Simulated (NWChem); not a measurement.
# Lowest excitation of H$_{2}$F$_{2}$Ge

```xyz
5

Ge     0.0000     0.0000    -0.3372
F     -1.3897     0.0000     0.7235
F      1.3897     0.0000     0.7235
H      0.0000     1.3321    -1.1175
H      0.0000    -1.3321    -1.1175
```
Charge 0, spin multiplicity 1.

Everything below was run with NWChem. All single points use one geometry, from PBE/def2-SVP, a minimum by its harmonic frequencies.

Basis set: def2-SVP. CR-EOMCCSD(T) is the triples correction to the same EOM-CCSD root.

The Hamiltonian is non-relativistic. The correlated methods keep 11 core orbitals frozen. B3LYP has NWChem's definition, with VWN1-RPA local correlation. The structure started from a generated list of species. Coupled-cluster values serve here as a point of comparison, not as the truth.

| method | lowest vertical singlet excitation energy (eV) |
|---|---|
| TD-B3LYP | … |
| EOM-CCSD | … |
| CR-EOMCCSD(T) | … |
| TD-CAM-B3LYP | 8.49 |
| CIS | 10.03 |
| TD-PBE | 7.71 |

### Question
Some entries are withheld; supply them.

### Answer

- TD-B3LYP, lowest vertical singlet excitation energy (eV): 8.29
- EOM-CCSD, lowest vertical singlet excitation energy (eV): 9.07
- CR-EOMCCSD(T), lowest vertical singlet excitation energy (eV): 8.97
